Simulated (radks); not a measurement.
Results of a calculation; reference values are marked as such.
Trend from Ni4+ to Pt4+: ionisation energy by Delta-SCF between NIST ground configurations, and size. Level of theory: scalar-relativistic Kohn-Sham, PBE, spin-unpolarised, spherical densities, finite nucleus; Fermi nuclear charge, rms radius of each element as measured or else 0.836 A^(1/3) + 0.57 fm (a radial shooting solver on a logarithmic mesh with Libxc functionals).

species  configuration  IE (eV)  NIST (eV)       kind  outermost  <r> outermost (bohr)  r at 0.001 e/bohr^3 (bohr)
Ni4+          [Ar] 3d6   80.168       76.1  semi-emp.         3d                 0.840                        2.46
Pd4+          [Kr] 4d6   65.548         61     theory         4d                  1.25                        2.94
Pt4+     [Xe] 4f14 5d6   60.083         56     theory         5d                  1.43                        3.14

Reference values: NIST Atomic Spectra Database (exp. = measured, semi-emp. = semi-empirical, theory = theoretical value adopted there). Spin polarisation and multiplet splitting are left out, so open shells lie too high by an amount that depends on their filling. Spin-orbit splitting is averaged out at the scalar-relativistic level.

Beside tabulated values, note that spin-unpolarised runs miss the spin-polarisation part of the exchange energy of open shells.
